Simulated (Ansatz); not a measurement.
Ansatz (a first-principles code) input (B3LYP/6-31G*):

Ansatz 0.2 input:
```yaml
crystal:
  periodic: [false, false, false]
  atoms:
    - {symbol: O, position_ang: [1.36185604, -0.14860171, -0.35687594]}
    - {symbol: S, position_ang: [0.16703457, -0.00768004, 0.40478800]}
    - {symbol: F, position_ang: [-0.63440715, 1.23198408, -0.22845242]}
    - {symbol: F, position_ang: [-0.87308190, -1.08624028, -0.17394763]}
basis:
  gaussian:
    orbitals: 6-31G*
hamiltonian:
  xc: {name: B3LYP}
relax: {f_tol: 0.003, max_steps: 120}
```

**Question.** What final total energy does it give?

**Answer.** -673.04410 Eh.
